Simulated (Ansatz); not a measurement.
Cartesian coordinates in Å:
```
N 0.486 -1.560 -1.636
C 0.728 -0.455 -1.058
Si -0.494 0.474 0.031
N 0.187 0.712 1.563
F -1.802 -0.458 0.004
H -0.469 -1.870 -1.440
H 1.732 -0.039 -1.210
H -0.911 1.794 -0.492
H 0.702 -0.009 2.041
H -0.159 1.411 2.198
```

Total charge 0; spin multiplicity 1.

Problem. List the ωB97M-V/def2-TZVPP orbital energies in eV (Ansatz 0.2.0). (An estimate is asked.)

Solution. Ansatz gave: Occupied: -1807.97, -677.35, -394.76, -394.61, -282.44, -148.91, -103.07, -103.02, -103.00, -35.91, -28.09, -27.03, -20.05, -18.33, -16.98, -16.04, -15.75, -15.27, -14.68, -13.84, -12.77, -11.88, -10.85, -9.62. Lowest empty: 1.00, 2.44, 2.66, 3.22, 3.77, 4.18, 4.51, 4.79.
